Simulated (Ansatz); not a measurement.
Total energies of CH4B2S, SMILES `B1BSC1`.

```xyz
8

B     0.4642    0.6161    0.2997
B     0.7959    0.0507   -1.1937
S    -0.9600   -0.3392   -0.9400
C    -0.5354   -0.4579    0.8582
H     0.3954    1.7660    0.6244
H     1.3899   -0.0095   -2.2168
H    -1.3457   -0.1536    1.5187
H    -0.2043   -1.4726    1.0494
```

Total charge 0; spin multiplicity 1. Geometry: relaxed with PBE0-D4/def2-TZVP. Basis def2-TZVPP, Ansatz 0.2.0.

RPA on PBE orbitals: Hartree–Fock energy of these orbitals -487.06317 Eh, correlation -0.93725 Eh (frozen core).

```
             functional  energy without D4 (Eh)  D4 term (kJ/mol)
            LDA (SPW92)              -486.10150                 –
                    PBE              -488.10931             -16.0
                 revPBE              -488.32495             -51.4
                   BLYP              -488.36499             -36.4
                 r2SCAN              -488.33334              -3.6
                 B97M-V              -488.34737                 –
                   PBE0              -488.16071             -13.3
                  B3LYP              -488.44611             -26.3
                r2SCANh              -488.32901              -3.8
                r2SCAN0              -488.32332              -4.2
HSE06 (plane-wave form)              -488.14710             -12.3
                  BHLYP              -488.36304             -20.0
              CAM-B3LYP              -488.36374             -13.4
                LC-ωPBE              -488.22986                 –
                ωB97X-V              -488.33597                 –
                ωB97M-V              -488.34885                 –
                 B2PLYP              -488.19964                 –
               PBE-QIDH              -488.05798                 –
```

B3LYP takes the VWN-RPA correlation (the form of Gaussian; ORCA's B3LYP/G). HSE06 is the plane-wave form, built on full-range PBE exchange. The double hybrids freeze the cores in their second-order part.

LC-ωPBE has ω = 0.4 bohr⁻¹.
